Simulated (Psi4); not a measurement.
C$_{5}$H$_{15}$NSi, triplet, at the geometry of the source list (a higher spin typed on purpose: for a closed-shell molecule this is an excited state); R2SCAN/STO-3G run with Psi4.

The Psi4 input:
```
memory 2 GB

molecule {
0 3
C     1.68640000   -1.00640000    1.03190000
N     1.10130000   -0.02330000    0.15280000
C     1.98740000    0.30410000   -0.93770000
Si   -0.61860000    0.15070000    0.00570000
C    -1.48060000   -1.21120000   -1.03210000
C    -1.34850000    0.12260000    1.76380000
C    -0.95480000    1.83660000   -0.81230000
H     1.03260000   -1.17920000    1.88110000
H     1.85910000   -1.96190000    0.52120000
H     2.64930000   -0.64160000    1.40030000
H     2.18070000   -0.56190000   -1.58300000
H     1.55550000    1.09710000   -1.54010000
H     2.94580000    0.64940000   -0.54000000
H    -1.32040000   -2.19700000   -0.60320000
H    -2.55370000   -1.05490000   -1.09220000
H    -1.09930000   -1.23460000   -2.04980000
H    -0.80210000    0.77660000    2.43580000
H    -1.33980000   -0.87590000    2.19070000
H    -2.38110000    0.45520000    1.74940000
H    -2.00370000    2.09850000   -0.72040000
H    -0.71890000    1.82740000   -1.87220000
H    -0.37640000    2.62980000   -0.34950000
}

set {
  basis sto-3g
  reference uks
  scf_type pk
  puream true
  d_convergence 1e-8
  dft_radial_points 99
  dft_spherical_points 590
}

energy('r2scan')
print_variables()
```

What the program printed (banner, timings and long lists left out):

```
   => Loading Basis Set <=

    Name: STO-3G
    Role: ORBITAL
    Keyword: BASIS

         ---------------------------------------------------------
                                   SCF
               by Justin Turney, Rob Parrish, Andy Simmonett
                          and Daniel G. A. Smith
                              UKS Reference
         ---------------------------------------------------------

  ==> Geometry <==

    Molecular point group: c1
    Full point group: C1

    Geometry (in Angstrom), charge = 0, multiplicity = 3:

       Center              X                  Y                   Z               Mass
    ------------   -----------------  -----------------  -----------------  -----------------
         C            1.716985274554    -1.042813262352     1.012351371808    12.000000000000
         N            1.131885274554    -0.059713262352     0.133251371808    14.003074004430
         C            2.017985274554     0.267686737648    -0.957248628192    12.000000000000
         SI          -0.588014725446     0.114286737648    -0.013848628192    27.976926534650
         C           -1.450014725446    -1.247613262352    -1.051648628192    12.000000000000
         C           -1.317914725446     0.086186737648     1.744251371808    12.000000000000
         C           -0.924214725446     1.800186737648    -0.831848628192    12.000000000000
         H            1.063185274554    -1.215613262352     1.861551371808     1.007825032230
         H            1.889685274554    -1.998313262352     0.501651371808     1.007825032230
         H            2.679885274554    -0.678013262352     1.380751371808     1.007825032230
         H            2.211285274554    -0.598313262352    -1.602548628192     1.007825032230
         H            1.586085274554     1.060686737648    -1.559648628192     1.007825032230
         H            2.976385274554     0.612986737648    -0.559548628192     1.007825032230
         H           -1.289814725446    -2.233413262352    -0.622748628192     1.007825032230
         H           -2.523114725446    -1.091313262352    -1.111748628192     1.007825032230
         H           -1.068714725446    -1.271013262352    -2.069348628192     1.007825032230
         H           -0.771514725446     0.740186737648     2.416251371808     1.007825032230
         H           -1.309214725446    -0.912313262352     2.171151371808     1.007825032230
         H           -2.350514725446     0.418786737648     1.729851371808     1.007825032230
         H           -1.973114725446     2.062086737648    -0.739948628192     1.007825032230
         H           -0.688314725446     1.790986737648    -1.891748628192     1.007825032230
         H           -0.345814725446     2.593386737648    -0.369048628192     1.007825032230

  Running in c1 symmetry.

  Rotational constants: A =      0.07803  B =      0.05489  C =      0.04769 [cm^-1]
  Rotational constants: A =   2339.26611  B =   1645.44969  C =   1429.85466 [MHz]
  Nuclear repulsion =  413.389322626142189

  Charge       = 0
  Multiplicity = 3
  Electrons    = 66
  Nalpha       = 34
  Nbeta        = 32

  ==> Algorithm <==

  SCF Algorithm Type is PK.
  DIIS enabled.
  MOM disabled.
  Fractional occupation disabled.
  Guess Type is SAD.
  Energy threshold   = 1.00e-06
  Density threshold  = 1.00e-08
  Integral threshold = 1.00e-12

  ==> Primary Basis <==

  Basis Set: STO-3G
    Blend: STO-3G
    Number of shells: 38
    Number of basis functions: 54
    Number of Cartesian functions: 54
    Spherical Harmonics?: true
    Max angular momentum: 1

  ==> DFT Potential <==

   => LibXC <=

    Version 7.1.2
    S. Lehtola, C. Steigemann, M. J. T. Oliveira, and M. A. L. Marques,  SoftwareX 7, 1–5 (2018) (10.1016/j.softx.2017.11.002)

   => Composite Functional: R2SCAN <=

    r2SCAN Meta-GGA XC Functional  (0.1021/acs.jpclett.0c02405)
    J. W. Furness, A. D. Kaplan, J. Ning, J. P. Perdew, J. Sun  J. Phys. Chem. Lett.  11, 8208–8215, 2020

[...]
    Total      54      54
   -------------------------

  ==> Iterations <==

                        Total Energy        Delta E     RMS |[F,P]|

   @UKS iter SAD:  -533.16806931769906   -5.33168e+02   0.00000e+00
   @UKS iter   1:  -536.93054605025713   -3.76248e+00   3.93116e-03 DIIS/ADIIS
   @UKS iter   2:  -536.84808636453306    8.24597e-02   7.08900e-03 DIIS/ADIIS
   @UKS iter   3:  -536.96390748399642   -1.15821e-01   1.80350e-03 DIIS/ADIIS
   @UKS iter   4:  -536.97128437774711   -7.37689e-03   4.24747e-04 DIIS/ADIIS
   @UKS iter   5:  -536.97174734098655   -4.62963e-04   2.16737e-04 DIIS/ADIIS
   @UKS iter   6:  -536.97185803123239   -1.10690e-04   3.67624e-05 DIIS
   @UKS iter   7:  -536.97186364934396   -5.61811e-06   1.93690e-05 DIIS
   @UKS iter   8:  -536.97186489952560   -1.25018e-06   5.34740e-06 DIIS
   @UKS iter   9:  -536.97186503064904   -1.31123e-07   1.66479e-06 DIIS
   @UKS iter  10:  -536.97186503755859   -6.90954e-09   1.08409e-06 DIIS
   @UKS iter  11:  -536.97186504026070   -2.70211e-09   2.04133e-07 DIIS
   @UKS iter  12:  -536.97186504039723   -1.36538e-10   2.97502e-08 DIIS
   @UKS iter  13:  -536.97186504040008   -2.84217e-12   2.04060e-08 DIIS
   @UKS iter  14:  -536.97186504040064   -5.68434e-13   5.87438e-09 DIIS
  Energy and wave function converged.

  ==> Post-Iterations <==

   Electrons on quadrature grid:
      Nalpha   =   34.0000036384 ; deviation = 3.638e-06
      Nbeta    =   32.0000015060 ; deviation = 1.506e-06
      Ntotal   =   66.0000051444 ; deviation = 5.144e-06

   @Spin Contamination Metric:   2.850616897E-03
   @S^2 Expected:                2.000000000E+00
   @S^2 Observed:                2.002850617E+00
   @S   Expected:                1.000000000E+00
   @S   Observed:                1.000000000E+00

    Orbital Energies [Eh]
    ---------------------

    Alpha Occupied:

[...]
      34A      0.217901

    Alpha Virtual:

[...]
    Beta Occupied:

[...]
    Beta Virtual:

[...]
      54A      0.549377

    Final Occupation by Irrep:
              A
    DOCC [    32 ]
    SOCC [     2 ]
    NA   [    34 ]
    NB   [    32 ]

  @UKS Final Energy:  -536.97186504040064

   => Energetics <=

    Nuclear Repulsion Energy =            413.3893226261421887
    One-Electron Energy =               -1558.9001383671688927
    Two-Electron Energy =                 669.2285867662617420
    DFT Exchange-Correlation Energy =     -60.6896360656355611
    Empirical Dispersion Energy =           0.0000000000000000
    VV10 Nonlocal Energy =                  0.0000000000000000
    Total Energy =                       -536.9718650404006439

  UHF NO Occupations:
  HONO-2 :   32  A 1.9996437
  HONO-1 :   33  A 1.0000000
  HONO-0 :   34  A 1.0000000
  LUNO+0 :   35  A 0.0003563
  LUNO+1 :   36  A 0.0003144
  LUNO+2 :   37  A 0.0002765
  LUNO+3 :   38  A 0.0001758

Computation Completed

Properties will be evaluated at   0.000000,   0.000000,   0.000000 [a0]

Properties computed using the SCF density matrix

 Multipole Moments:

 ------------------------------------------------------------------------------------
     Multipole            Electronic (a.u.)      Nuclear  (a.u.)        Total (a.u.)
 ------------------------------------------------------------------------------------

 L = 1.  Multiply by 2.5417464519 to convert [e a0] to [Debye]
 Dipole X            :          1.0887040            0.0648707            1.1535747
 Dipole Y            :          0.4051609           -0.6715620           -0.2664012
 Dipole Z            :          0.4357096           -0.4367336           -0.0010240
 Magnitude           :                                                    1.1839364

 ------------------------------------------------------------------------------------

  Variable Map:
  ----------------------------------------------------------------------------
[...]
  Array Variable Map:
  ----------------------------------------------------------------------------
[...]
[...]
```
